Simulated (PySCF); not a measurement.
This script is equivalent to a calculation on Si³⁺ (silicon, charge +3).

```python
from pyscf import gto, scf, dft, mp, cc
import basis_set_exchange as bse
mol = gto.M(atom="Si 0 0 0", charge=3, spin=1, symmetry="D2h",
            basis=gto.basis.parse(bse.get_basis("x2c-SVPall", elements=["Si"], fmt="nwchem", header=False)),
            nucmod="G")
mf = scf.UHF(mol).sfx2c1e()
mf.irrep_nelec = {'Ag': (3, 2), 'B1u': (1, 1), 'B2u': (1, 1), 'B3u': (1, 1)}
mf.kernel()
```

What total energy does it give?

-287.31230 hartree (calculated).

Which occupied shell lies highest, and where?

3s α, at -44.499 eV.

What is ⟨S²⟩, and what would a pure spin state give?

0.750, against 0.75.
